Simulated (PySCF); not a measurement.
# Unknowns

How the numbers were obtained: structure optimised with GFN2-xTB, PBE0/pcSseg-1 with gauge-including orbitals, in PySCF 2.14 (fast rotation and ring inversion assumed for equivalent nuclei, in vacuum, single conformer, no relativistic terms).

Chemical shifts δ = σref − σ; ¹H (σ = 31.72 ppm) and ¹³C (σ = 186.93 ppm) against TMS, all at this level. Splittings of carbon signals by F and P are missing where no couplings were computed. Where no couplings were computed, multiplicities follow the n + 1 count of equivalent neighbours, and m marks all less simple cases (inequivalent or close neighbours, rings, F or P nearby). Shifts are as computed. Against solution values, carbons near 30 ppm lie about +3 ppm off and those near 130 ppm about +5 ppm. Of 1211 compounds with measured shifts, 218 miss one by over three times the rms of a fit or turn the order of signals round; such compounds aren't used in these exercises. OH and NH positions are gas-phase values without hydrogen bonding to other molecules.

Problem. C5H10FN3Si. ¹H NMR (300 MHz, computed): δ 9.51 (br s, 1H), 0.34 (s, 9H). ¹³C{¹H} NMR (computed): δ 168.2, 167.6, -0.7. Give a structure.

Solution. SMILES C[Si](C)(C)c1n[nH]c(F)n1. Rings plus π bonds: 3 (1 ring in the answer). 3 carbon signals for 5 carbons: some carbons are equivalent by symmetry or fast rotation. Carbon types of the structure: 2 × C, 3 × CH3, leaving 1 H on heteroatoms. δC 168.2: aromatic carbon bearing fluorine; the electronegative substituent deshields the carbon that carries it. δC 167.6: substituted aromatic carbon next to a ring nitrogen. δH 9.51: hydrogen on a pyrrole-type ring nitrogen; exchangeable, gas-phase position. δH 0.34: hydrogen on a methyl carbon bonded to Si; an electropositive neighbour shields it, as in TMS itself.

This is the structure that produced the data.

Problem. C10H8N2. ¹H NMR (500 MHz, computed): δ 8.07 (d, 1H), 8.00 (m, 1H), 7.95 (d, 1H), 7.72 (m, 1H), 7.54 (m, 1H), 5.40 (d, 2H), 1.86 (t, 1H). ¹³C{¹H} NMR (computed): δ 143.3, 136.2, 131.7, 130.3, 126.3, 125.8, 114.5, 82.7, 81.8, 42.1. Identify the compound.

Solution. SMILES C#CCn1ncc2ccccc12. The formula gives 8 degrees of unsaturation (2 rings in the answer). 10 carbon signals for 10 carbons: no two carbons are equivalent. Carbon types of the structure: 3 × C, 6 × CH, 1 × CH2, which accounts for all hydrogens. δC 136.2: aromatic CH next to a ring nitrogen. δC 130.3, 126.3, 125.8, 114.5: aromatic CH. δC 82.7: alkyne carbon; the triple bond shields along its axis, which puts it between sp3 and sp2 carbons. δC 81.8: terminal alkyne carbon; the triple bond shields along its axis, which puts it between sp3 and sp2 carbons.

This is the structure that produced the data.

Problem. C5H9F3O2Si. ¹H NMR (400 MHz, computed): δ 5.97 (m, 1H), 4.24 (m, 1H), 4.19 (m, 1H), 4.16 (m, 1H), 3.94 (m, 1H), 1.53 (m, 1H), 1.52 (m, 1H), 1.40 (m, 1H), 0.82 (m, 1H). ¹³C{¹H} NMR (computed): δ 129.9 (C), 103.0 (CH), 60.2 (CH2), 14.2 (CH2), 9.1 (CH2). Identify the compound.

Solution. `FC(F)(F)O[C@H]1C[SiH2]CCO1`. Rings plus π bonds: 1 (1 ring in the answer). 5 carbon signals for 5 carbons: no two carbons are equivalent. Carbon types of the structure: 1 × C, 1 × CH, 3 × CH2, leaving 2 H on heteroatoms. δC 129.9: CF3 carbon; 4 electronegative neighbours deshield it. δC 103.0: sp3 carbon bearing two oxygens; 2 electronegative neighbours deshield it. δC 60.2: sp3 CH2 bonded to O; the inductive effect lowers its shielding. δH 5.97: hydrogen on an sp3 carbon bearing two oxygens; its carbon carries O, which withdraws density.

The shifts were computed for this structure.
